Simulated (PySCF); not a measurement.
# One molecule, several mistakes: BCGeH6

These are calculations, not measurements. They come from PySCF 2.14.0, an open-source quantum chemistry program, on an isolated molecule that a program drew, which may never have been made. The molecule is BCGeH6 (charge 0, doublet), drawn as the SMILES string `C[B][GeH3]`.

Each row is a Hartree-Fock (HF) and frozen-core CCSD(T) single point in the cc-pVDZ basis, meant for a local HF minimum. Run 1 is clean. Each other run has one planted mistake out of seven kinds, and not every kind appears here: one electron removed, one electron added, multiplicity raised by two, geometry at a saddle point, minimal basis STO-3G, one bond length entered in bohr, all coordinates scaled. The reference is restricted for singlets and unrestricted otherwise, and also for a bond in bohr. Adding or removing an electron swaps singlet and doublet. Electrons count all cores. HOMO and LUMO are orbital energies over both spins, the gradient is its largest component, and the lowest frequency (negative if imaginary) is given only where the gradient is small. Bond lengths are over the 8 bonds as drawn. T1 is the CCSD diagnostic: over 0.02 (restricted) or 0.045 (unrestricted) a single reference is doubtful. Germanium has the cc-pVDZ-PP basis, with a core potential (ECP10MDF) in place of its 10 inner electrons, and its 3s, 3p and 3d shells are frozen in CCSD(T).

Geometry of the clean run:
```xyz
9
BCGeH6, angstrom
C    -0.7024    0.6435    0.1315
B     0.7917    1.0643   -0.0461
Ge    1.7431    2.9039   -0.2278
H    -0.9075   -0.4021   -0.1077
H    -1.4018    1.2864   -0.4132
H    -0.9216    0.7814    1.2018
H     0.7976    4.1202   -0.2090
H     2.7504    3.0774    0.9172
H     2.5208    2.9393   -1.5509
```

| run | electrons | basis functions | <S^2> | HOMO (eV) | LUMO (eV) | gradient (hartree/bohr) | lowest frequency (cm^-1) | mean bond (Å) | longest bond (Å) | T1 | HF (hartree) | CCSD(T) (hartree) | mistake |
|---|---|---|---|---|---|---|---|---|---|---|---|---|---|
| 1 | 49 | 81 | 0.757 | -8.34 | 1.72 | 1.3e-06 | 57 | 1.4425 | 2.079 | 0.0127 | -359.34942 | -359.71608 | no fault |
| 2 | 49 | 81 | 1.279 | -8.97 | 1.31 | 4.6e-02 | - | 1.5643 | 2.079 | 0.0486 | -359.24077 | -359.60607 | one bond length entered in bohr |
| 3 | 50 | 81 | 0.000 | 0.37 | 7.97 | 4.5e-02 | - | 1.4425 | 2.079 | 0.0128 | -359.28760 | -359.69194 | one electron added |
| 4 | 48 | 81 | 0.000 | -17.55 | -5.77 | 6.8e-02 | - | 1.4425 | 2.079 | 0.0166 | -359.08960 | -359.44966 | ? |

**Which mistake was planted in run 4, and what did it cost?**

It counts 48 electrons, one fewer than the clean run, at the same geometry and basis. So the mistake is: one electron removed. Subtracting run 1 and multiplying by 627.51 kcal/mol a hartree, the energy moved by 163.0 kcal/mol in HF and 167.2 kcal/mol in CCSD(T).

Cautions from the logs. Run 2: T1 is over the limit, so its CCSD(T) energy is less reliable; run 3: the HOMO is above zero, so the electron isn't bound and the energy depends on the basis.
